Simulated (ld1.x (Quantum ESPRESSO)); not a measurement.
# platinum, ultrasoft: configuration errors across variants

- Element: platinum
- Generator: ld1.x (Quantum ESPRESSO) 7.5
- Type: ultrasoft
- Functional: LDA (PZ)
- Relativity: fully relativistic
- Frozen core: [Xe] 4f14
- Valence charge: 10
- Reference configuration: 5d9 6s0 6p0 (charge +1)
- Partial waves: 6s (bound, empty): rcut 2.25, rcutus 2.75 bohr; 6s channel at -0.35 Ry: rcut 2.25, rcutus 2.75 bohr; 6p (bound, empty): rcut 2.55, rcutus 2.85 bohr; 6p channel at 1.35 Ry: rcut 2.55, rcutus 2.85 bohr; 5d (bound): rcut 1.25, rcutus 1.55 bohr; 5d channel at -0.65 Ry: rcut 1.25, rcutus 1.55 bohr
- Local potential: all-electron potential smoothed inside 2.25 bohr (lloc = -1)
- Core correction: a·sin(br)/r model core inside 1.15 bohr
- Augmentation charge: PSQ, radius 1.40 bohr

Open shells are filled in proportion to 2j + 1 (rel_dist='average').

All-electron excitation energies from the reference (eV): (1) 5d9 6s1 6p0 -9.558; (2) 5d8 6s0 6p0 20.275; (3) 5d7 6s0 6p0 52.786; (4) 5d6 6s0 6p0 98.715; (5) 5d9 6s0.5 6p0 -5.691; (6) 5d9.5 6s0.5 6p0 -9.656; (7) 5d8 6s2 6p0 -8.610.

The overlap operator is not positive definite (basis up to 400 Ry) in “all radii but the core radius scaled by about 1.38 (s 3.80, p 3.94, d 2.14 bohr, rcut 3.12/3.52/1.72); local potential all-electron potential smoothed inside 3.12 bohr (lloc = -1); augmentation PSQ, radius 1.94 bohr”. Such files are unfit for use, however small their errors in these radial tests.

A true bound ghost makes a file unfit for plane-wave use even where its test errors are small: the radial tests pick states by their node count and pass the ghost by.

Errors AE − PS in meV (a dash: test not solved or not reliable):

| change | (1) | (2) | (3) | (4) | (5) | (6) | (7) | bound ghosts |
| --- | --- | --- | --- | --- | --- | --- | --- | --- |
| base | -6.6 | -37 | -221 | -677 | -2.0 | -4.9 | -42 | none |
| all radii but the core radius scaled by about 0.78 (s 2.14, p 2.22, d 1.20 bohr, rcut 1.74/1.98/0.98); local potential all-electron potential smoothed inside 1.74 bohr (lloc = -1); augmentation PSQ, radius 1.08 bohr | -2.1 | -36 | -215 | -664 | -0.5 | -3.2 | -29 | s, p3/2, p1/2 |
| all radii but the core radius scaled by about 0.83 (s 2.28, p 2.38, d 1.28 bohr, rcut 1.88/2.12/1.04); local potential all-electron potential smoothed inside 1.88 bohr (lloc = -1); augmentation PSQ, radius 1.16 bohr | +31 | -37 | -219 | -674 | – | – | – | p3/2, s |
| all radii but the core radius scaled by about 0.90 (s 2.46, p 2.56, d 1.38 bohr, rcut 2.02/2.28/1.12); local potential all-electron potential smoothed inside 2.02 bohr (lloc = -1); augmentation PSQ, radius 1.26 bohr | -2.5 | -38 | -224 | -688 | -0.7 | -3.6 | -26 | none |
| all radii but the core radius scaled by about 1.16 (s 3.20, p 3.32, d 1.80 bohr, rcut 2.62/2.98/1.46); local potential all-electron potential smoothed inside 2.62 bohr (lloc = -1); augmentation PSQ, radius 1.64 bohr | -4.9 | -42 | -249 | -775 | -1.4 | -4.6 | -31 | none |
| all radii but the core radius scaled by about 1.22 (s 3.36, p 3.48, d 1.90 bohr, rcut 2.74/3.12/1.52); local potential all-electron potential smoothed inside 2.74 bohr (lloc = -1); augmentation PSQ, radius 1.70 bohr | -4.1 | -34 | -198 | -596 | -1.2 | -4.8 | -31 | none |
| all radii but the core radius scaled by about 1.30 (s 3.58, p 3.70, d 2.02 bohr, rcut 2.92/3.32/1.62); local potential all-electron potential smoothed inside 2.92 bohr (lloc = -1); augmentation PSQ, radius 1.82 bohr | -3.6 | -47 | -289 | -917 | -1.0 | -3.2 | -32 | none |
| all radii but the core radius scaled by about 1.38 (s 3.80, p 3.94, d 2.14 bohr, rcut 3.12/3.52/1.72); local potential all-electron potential smoothed inside 3.12 bohr (lloc = -1); augmentation PSQ, radius 1.94 bohr | -14 | -28 | -271 | -1611 | -4.3 | -20 | -57 | not determined (overlap not positive) |

Task: Give the same row for: all radii but the core radius scaled by about 1.09 (s 2.98, p 3.10, d 1.68 bohr, rcut 2.44/2.76/1.36); local potential all-electron potential smoothed inside 2.44 bohr (lloc = -1); augmentation PSQ, radius 1.52 bohr.

Result: -6.9, -40, -234, -722, -2.1, -5.3, -41; bound ghosts: none.
